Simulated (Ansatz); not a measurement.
`BC(F)[SiH3]` and `FC([SiH3])Cl` differ in one atom or group.

Ansatz, PBE0-D4/def2-TZVP geometries, multiplicity 1. 

| property | `BC(F)[SiH3]` |
| --- | --- |
| HOMO energy (B3LYP/def2-TZVPP) / eV | -8.20 |
| size of the dipole moment (ωB97M-V/def2-TZVPP) / D | 1.56 |
| ideal-gas entropy at 298 K and 1 bar (rigid rotor, harmonic PBE0-D4/def2-TZVP) / J/(mol·K) | 323 |
| LUMO energy (B3LYP/def2-TZVPP) / eV | -1.76 |
| size of the dipole moment (PBE/def2-TZVPP) / D | 1.46 |
| HOMO–LUMO gap (PBE/def2-TZVPP) / eV | 4.51 |

(1) What does the change do to each property? (An estimate is asked.)

## Answers

(1) Computed: 
```csv
property,`FC([SiH3])Cl`,shift
HOMO energy (B3LYP/def2-TZVPP) / eV,-8.12,0.08
size of the dipole moment (ωB97M-V/def2-TZVPP) / D,1.77,0.21
"ideal-gas entropy at 298 K and 1 bar (rigid rotor, harmonic PBE0-D4/def2-TZVP) / J/(mol·K)",318,-5
LUMO energy (B3LYP/def2-TZVPP) / eV,-0.32,1.44
size of the dipole moment (PBE/def2-TZVPP) / D,1.60,0.14
HOMO–LUMO gap (PBE/def2-TZVPP) / eV,5.93,1.42
```

With PBE0 the HOMO rises by 0.07 eV and the LUMO rises by 1.48 eV, so the gap widens by about 1.41 eV. PBE moves the HOMO by 0.07 eV and ωB97M-V by 0.07 eV. The zero-point energy changes by -50.4 kJ/mol with -6 modes. Dipoles are sizes alone; their direction can turn.

B3LYP here is the variant with VWN-RPA as its local correlation; programs differ in this.
